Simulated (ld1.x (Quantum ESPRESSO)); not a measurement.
**What one change does to a pseudopotential (Cu, TM)**

```
Element                 : copper (Cu)
Generator               : ld1.x (Quantum ESPRESSO) 7.5
Type                    : norm-conserving Troullier–Martins (Kleinman–Bylander form)
Functional              : LDA (PZ)
Relativity              : scalar-relativistic
Frozen core             : [Ar]
Valence charge          : 11
Reference configuration : 3d10 4s0 4p0 (charge +1)
Partial waves           : 4s (bound, empty): rc 2.05 bohr; 3d (bound): rc 1.50 bohr; 4p (bound, empty): rc 2.65 bohr
Local potential         : the p channel
Core correction         : a·sin(br)/r model core inside 1.55 bohr
```

Change: wave 4s (bound): rc 2.05 bohr becomes 4s (bound): rc 2.86 bohr.

Cutoffs: the cutoffs (Ry, on a coarse ladder) from which the occupation-weighted sum of valence levels, in a spherical-Bessel basis at the reference potential, stays within 10 and 1 mRy of its value at 400 Ry; they do not see the model core or the augmentation charge, which bear on the density cutoff. Errors are all-electron minus pseudo energies relative to the spin-unpolarised reference configuration.

Question: How do hardness, ghosts and transferability respond?

Answer: The potential gets neither clearly harder nor softer (120 Ry and 230 Ry → 120 Ry and 230 Ry); the bound ghost in s disappears; the number of tests that count goes from 9 to 8; of the 8 tests that both files solve, the error grows in 1 and shrinks in 3 by more than 15 % and 0.3 meV (median size 249.2 → 175.9 meV).

| quantity | base | changed |
| --- | --- | --- |
| cutoff, loose | 120 Ry | 120 Ry |
| cutoff, tight | 230 Ry | 230 Ry |
| bound ghosts | s | none |
| tests counted (converged, no solver errors) | 9 of 9 | 8 of 9 |
| error for 3d10 4s1 4p0, meV [ΔE -8.43 eV] | -13 | -11 |
| error for 3d9 4s0 4p0, meV [ΔE 21.69 eV] | -315 | -315 |
| error for 3d8 4s0 4p0, meV [ΔE 61.05 eV] | -1545 | -1545 |
| error for 3d9 4s1 4p0, meV [ΔE 3.47 eV] | -335 | -195 |
| error for 3d9 4s2 4p0, meV [ΔE -6.43 eV] | -354 | -168 |
| error for 3d10 4s0 4p1, meV [ΔE -4.18 eV] | -2.9 | -2.9 |
| error for 3d10 4s1 4p0 (spin-polarised), meV [ΔE -8.62 eV] | -15 | -18 |
| error for 3d9 4s0 4p0 (spin-polarised), meV [ΔE 21.44 eV] | -184 | -184 |

Changed file: Tests not counted: 3d7 4s0 4p0 (solver errors, printed error -3.8 eV). A true bound ghost makes a file unfit for plane-wave use even where its test errors are small: the radial tests pick states by their node count and pass the ghost by.
